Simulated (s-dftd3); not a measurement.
H$_{2}$O$_{4}$S, charge +1, doublet, geometry from GFN2-xTB (a state made from the parent by changing its charge; the spin is typed, not shown lowest); D3(bjm) for b97d in s-dftd3.

Here is a job for s-dftd3.
```
$ s-dftd3 mol.xyz --bjm b97d --json dftd3.json --noedisp --grad

# file mol.xyz
7

O     -0.46529138     1.41220598    -0.07095844
S     -0.01626657    -0.02567348    -0.00245745
O     -0.36107300    -0.82927774    -1.16232897
O     -0.68935298    -0.82860665     1.00363709
O      1.46298435     0.16245005     0.22168374
H     -1.38901452     1.65960187    -0.21103719
H      2.07114373    -0.58299923     0.31408907
```

What the program printed (banner, timings and long lists left out):

```
-----------------------------------
 s i m p l e   D F T - D 3  v1.4.0
-----------------------------------

Rational (Becke-Johnson) damping: b97d-D3(BJ)
---------------------
  s6         1.0000
  s8         1.2070
  s9         0.0000
  a1         0.2402
  a2         3.8644
 alp        14.0000
--------------------

Dispersion energy:      -3.0225527097719E-02 Eh

Gradient norm:           3.7291606516653E-03 Eh/a0
--------------------------------------------------
     #    Z           dE/dx      dE/dy      dE/dz
--------------------------------------------------
     1    8 O    -5.112E-04  1.475E-03 -7.794E-05
     2   16 S    -2.159E-04 -3.407E-04 -3.261E-05
     3    8 O    -4.676E-04 -1.034E-03 -1.333E-03
     4    8 O    -8.416E-04 -1.033E-03  1.135E-03
     5    8 O     1.538E-03  1.463E-04  2.331E-04
     6    1 H    -6.431E-04  9.713E-04 -9.777E-05
     7    1 H     1.141E-03 -1.851E-04  1.730E-04
--------------------------------------------------

Virial:
--------------------------------------------------
      component           x          y          z
--------------------------------------------------
          x       1.228E-02 -2.105E-03  1.079E-03
          y      -2.105E-03  1.048E-02 -3.207E-04
          z       1.079E-03 -3.207E-04  5.330E-03
--------------------------------------------------

[Info] JSON dump of results written to 'dftd3.json'
```
